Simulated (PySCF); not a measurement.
Isomers of C5H9NO2. Level of theory: PySCF, TDDFT B3LYP/def2-SVPD, vertical, gas phase, core orbitals frozen in the response. Geometries: GFN2-xTB; one conformer of each isolated species. Triplets are in the Tamm–Dancoff approximation.

**Question.** Rank by computed lowest singlet excitation energy, highest first.
A. `CO[C@H](CO)CC#N`
B. `CO[C@@H]1C[C@@H]1C(N)=O`
C. `COC/C=N/C(C)=O`
D. `C=NC[C@@H](C=O)OC`
E. `O=CNC/C=C/CO`
F. `O=CNC/C=C\CO`

**Answer.** A (6.88 eV), E (5.69 eV), B (5.53 eV), F (5.19 eV), C (4.32 eV), D (4.19 eV).

```csv
SMILES,S1 (eV),T1 (eV),first f ≥ 0.01 (nm),HOMO (eV),gap (eV),f (S1),S1 mainly
CO[C@H](CO)CC#N,6.88,6.48,163,-7.86,7.82,0.003,H→L (93%)
O=CNC/C=C/CO,5.69,4.51,197,-7.14,6.84,0.006,H→L+2 (26%)
CO[C@@H]1C[C@@H]1C(N)=O,5.53,5.05,179,-6.89,7.07,0.001,H→L+1 (82%)
O=CNC/C=C\CO,5.19,4.18,239,-7.03,6.01,0.015,H-1→L (90%)
COC/C=N/C(C)=O,4.32,3.89,227,-7.13,5.67,0.001,H→L (95%)
C=NC[C@@H](C=O)OC,4.19,3.62,214,-7.10,5.67,0.001,H-1→L (63%)
```

H and L stand for HOMO and LUMO.

- `CO[C@H](CO)CC#N`: Löwdin shares by element: HOMO oxygen 55%, carbon 17% or more (atoms not listed hold the other 28%); LUMO carbon 37% or more, hydrogen 9% or more (atoms not listed hold the other 54%).
- `O=CNC/C=C/CO`: Löwdin shares by element: HOMO carbon 32% or more, oxygen 31% or more, nitrogen 10% (atoms not listed hold the other 27%); LUMO carbon 62% or more, oxygen 5% or more (atoms not listed hold the other 33%).
- `CO[C@@H]1C[C@@H]1C(N)=O`: S1 has the pattern of n→π* at C=O.
- `O=CNC/C=C\CO`: Löwdin shares by element: HOMO oxygen 63% or more, carbon 13% or more, nitrogen 8%, hydrogen 7% or more; LUMO carbon 60% or more, oxygen 11% or more (atoms not listed hold the other 29%).
- `COC/C=N/C(C)=O`: Löwdin shares by element: HOMO oxygen 51%, nitrogen 20%, carbon 8% or more (atoms not listed hold the other 21%); LUMO carbon 41% or more, nitrogen 32%, hydrogen 5% or more (atoms not listed hold the other 22%).
- `C=NC[C@@H](C=O)OC`: Löwdin shares by element: HOMO nitrogen 36%, oxygen 17% or more, carbon 16% or more (atoms not listed hold the other 32%); LUMO carbon 50% or more, oxygen 33% or more, hydrogen 6% or more.
